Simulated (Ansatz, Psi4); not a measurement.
Input for Ansatz (a first-principles code):
Ansatz 0.2 input:
```yaml
crystal:
  periodic: [false, false, false]
  atoms:
    - {symbol: C, position_ang: [-2.08539302, -0.43002418, 0.05735758]}
    - {symbol: Si, position_ang: [-0.22565362, -0.04653152, 0.00620648]}
    - {symbol: Cl, position_ang: [0.68040569, -1.19502435, -1.39062803]}
    - {symbol: Cl, position_ang: [0.06775652, 1.90072752, -0.45554951]}
    - {symbol: Cl, position_ang: [0.60976201, -0.42568869, 1.80882858]}
    - {symbol: H, position_ang: [-2.26630565, -1.46926637, 0.31744164]}
    - {symbol: H, position_ang: [-2.59468576, 0.18660249, 0.79274175]}
    - {symbol: H, position_ang: [-2.55221147, -0.24599592, -0.90628735]}
basis:
  gaussian:
    orbitals: STO-3G
magnetization: {spin_polarized: false}
correlation: {method: mp2, electrons: outside_noble_gas}
accuracy: high
```

Task: Write the same job for Psi4.

Result: One answer among several that fit: 
```
memory 2 GB

molecule {
0 1
  C    -2.08539302   -0.43002418    0.05735758
  Si   -0.22565362   -0.04653152    0.00620648
  Cl    0.68040569   -1.19502435   -1.39062803
  Cl    0.06775652    1.90072752   -0.45554951
  Cl    0.60976201   -0.42568869    1.80882858
  H    -2.26630565   -1.46926637    0.31744164
  H    -2.59468576    0.18660249    0.79274175
  H    -2.55221147   -0.24599592   -0.90628735
}

set basis sto-3g
set freeze_core true
set mp2_type conv
set scf_type pk
set puream true
set d_convergence 1e-8

energy('mp2')
print_variables()
```

Both were run: Ansatz gave -1688.776395 Eh and Psi4 -1688.776395 Eh, 0.000 mEh apart.
